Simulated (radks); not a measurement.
Results of a calculation; reference values are marked as such.
Nb I, 41 electrons, occupied as [Kr] 4d4 5p1 (not the ground configuration). Code: a radial shooting solver on a logarithmic mesh with Libxc functionals. Model: Dirac Kohn-Sham, BLYP, spin-unpolarised, spherical densities, finite nucleus; open shells are shared between the two j in proportion to 2j + 1; Fermi nuclear charge, rms radius 4.324 fm.

Normalised radial functions P(r) = r R(r) (large component), r in bohr:

r,4p3/2,5p1/2,5p3/2
0.003537,0.0036,0.0013,0.0008
0.004118,0.0048,0.0016,0.0011
0.004794,0.0064,0.0021,0.0014
0.005581,0.0086,0.0027,0.0019
0.006497,0.0113,0.0034,0.0025
0.007564,0.0150,0.0044,0.0033
0.008805,0.0197,0.0056,0.0043
0.01025,0.0259,0.0071,0.0057
0.01193,0.0338,0.0091,0.0074
0.014,0.0444,0.0117,0.0097
0.0163,0.0572,0.0147,0.0125
0.01898,0.0730,0.0185,0.0160
0.0221,0.0924,0.0231,0.0202
0.02572,0.1157,0.0285,0.0254
0.02995,0.1431,0.0347,0.0313
0.03486,0.1742,0.0417,0.0381
0.04058,0.2083,0.0493,0.0456
0.04725,0.2437,0.0570,0.0533
0.055,0.2776,0.0641,0.0608
0.06403,0.3062,0.0698,0.0670
0.07454,0.3239,0.0728,0.0708
0.08678,0.3244,0.0717,0.0708
0.101,0.3007,0.0650,0.0655
0.1176,0.2468,0.0513,0.0536
0.1369,0.1590,0.0302,0.0342
0.1594,0.0387,0.0021,0.0077
0.1856,-0.1059,-0.0308,-0.0240
0.216,-0.2586,-0.0644,-0.0574
0.2515,-0.3956,-0.0932,-0.0870
0.2928,-0.4884,-0.1107,-0.1065
0.3408,-0.5096,-0.1108,-0.1097
0.3968,-0.4401,-0.0896,-0.0924
0.4619,-0.2760,-0.0472,-0.0539
0.5377,-0.0323,0.0117,0.0018
0.626,0.2576,0.0779,0.0663
0.7288,0.5477,0.1386,0.1275
0.8484,0.7893,0.1805,0.1722
0.9877,0.9429,0.1923,0.1890
1.15,0.9868,0.1673,0.1704
1.339,0.9248,0.1057,0.1157
1.558,0.7842,0.0147,0.0309
1.829,0.5943,-0.0999,-0.0789
2.129,0.4138,-0.2124,-0.1894
2.478,0.2606,-0.3156,-0.2930
2.885,0.1473,-0.3984,-0.3787
3.359,0.0738,-0.4531,-0.4382
3.91,0.0324,-0.4753,-0.4665
4.552,0.0122,-0.4647,-0.4624
5.3,0.0038,-0.4248,-0.4284
6.169,0.0010,-0.3627,-0.3707
7.182,0.0002,-0.2878,-0.2985
8.361,0.0000,-0.2110,-0.2223
9.734,0.0000,-0.1419,-0.1520
11.33,0.0000,-0.0867,-0.0946
13.19,0.0000,-0.0475,-0.0530
15.36,0.0000,-0.0231,-0.0264
17.88,0.0000,-0.0098,-0.0115

4p3/2: eigenvalue -34.928 eV, 2 radial nodes at r = 0.166, 0.547 bohr, <r> = 1.31 bohr, 90 % of the charge inside 1.96 bohr. 5p1/2: eigenvalue -1.741 eV, 3 radial nodes at r = 0.161, 0.523, 1.59 bohr, <r> = 5.08 bohr, 90 % of the charge inside 7.86 bohr. 5p3/2: eigenvalue -1.639 eV, 3 radial nodes at r = 0.166, 0.535, 1.63 bohr, <r> = 5.24 bohr, 90 % of the charge inside 8.10 bohr.
